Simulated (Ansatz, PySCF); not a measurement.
2,2-dichloropropane (C₃H₆Cl₂), SMILES CC(C)(Cl)Cl. Atoms are numbered in the order given.

```xyz
11

C      0.0000     1.2690     1.1713
C      0.0000     0.0000     0.3479
C      0.0000    -1.2690     1.1713
Cl    -1.4598     0.0000    -0.7077
Cl     1.4598     0.0000    -0.7077
H      0.8965     1.2965     1.8080
H      0.0000     2.1505     0.5173
H     -0.8965     1.2965     1.8080
H      0.8965    -1.2965     1.8080
H      0.0000    -2.1505     0.5173
H     -0.8965    -1.2965     1.8080
```

Coordinates come from a PBE0-D3(BJ)/def2-SVP optimisation.

Two levels are set side by side: PBE-D3(BJ)/def2-SVP (Ansatz, a quantum-chemistry and plane-wave program) and PBE0-D3(BJ)/def2-SVP (Ansatz). Each level has its own optimised geometry; the coordinates shown are those of the second. Frequencies come from the Hessian of PySCF at each geometry. Differences are taken from unrounded values.

| quantity | PBE0-D3(BJ) | PBE-D3(BJ) | PBE-D3(BJ) minus PBE0-D3(BJ) |
|---|---|---|---|
| mean bond length (Å) | 1.322 | 1.333 | 0.011 |
| bond C1–C2 (Å) | 1.513 | 1.521 | 0.008 |
| bond C2–C3 (Å) | 1.513 | 1.521 | 0.008 |
| bond C2–Cl4 (Å) | 1.801 | 1.822 | 0.021 |
| bond C2–Cl5 (Å) | 1.801 | 1.822 | 0.021 |
| bond C1–H6 (Å) | 1.100 | 1.108 | 0.008 |
| bond C1–H7 (Å) | 1.098 | 1.106 | 0.008 |
| bond C1–H8 (Å) | 1.100 | 1.108 | 0.008 |
| bond C3–H9 (Å) | 1.100 | 1.108 | 0.008 |
| bond C3–H10 (Å) | 1.098 | 1.106 | 0.008 |
| bond C3–H11 (Å) | 1.100 | 1.108 | 0.008 |
| highest harmonic wavenumber (cm⁻¹) | 3191 | 3102 | -90 |
| mean harmonic wavenumber (cm⁻¹) | 1385 | 1339 | -47 |
| zero-point energy (kcal/mol) | 53.48 | 51.67 | -1.80 |

Exact exchange shortens and stiffens bonds; PBE has none. Differences between two approximate levels are no errors against the true value.
